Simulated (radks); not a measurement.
Fractional charge and spin in the 4s shell of gallium: the spin-up occupation runs from 0 to 1 and the spin-down occupation from 0 to 1; the fullest corner is Ga+, [Ar] 3d10 4s(up 1, down 1). Method: non-relativistic Kohn-Sham, BLYP, spin-polarised, spherical densities, point nucleus; computed with a radial shooting solver on a logarithmic mesh with Libxc functionals. Energy (eV) above the fullest corner. The planes named below are the two flat planes that join the four corners, with an edge along up + down = one added electron.

down \ up       0    0.25     0.5    0.75       1
0          51.900  43.126  34.989  27.480  20.592
0.25       43.126  35.066  27.626  20.798  14.578
0.5        34.989  27.626  20.872  14.716   9.151
0.75       27.480  20.798  14.716   9.217   4.295
1          20.592  14.578   9.151   4.295   0.000

Corners above the fullest one (they belong to Ga2+ and the next ion): (up 1, down 0) 20.592 eV, (up 0, down 1) 20.592 eV, (up 0, down 0) 51.900 eV. With half an added electron in each spin the energy lies 0.279 eV from the planes (fractional-spin error, the static-correlation error of a stretched bond), and with half an added electron in spin up alone -1.257 eV (fractional-charge error). For a frontier s shell over closed shells the exact functional lies on the planes.
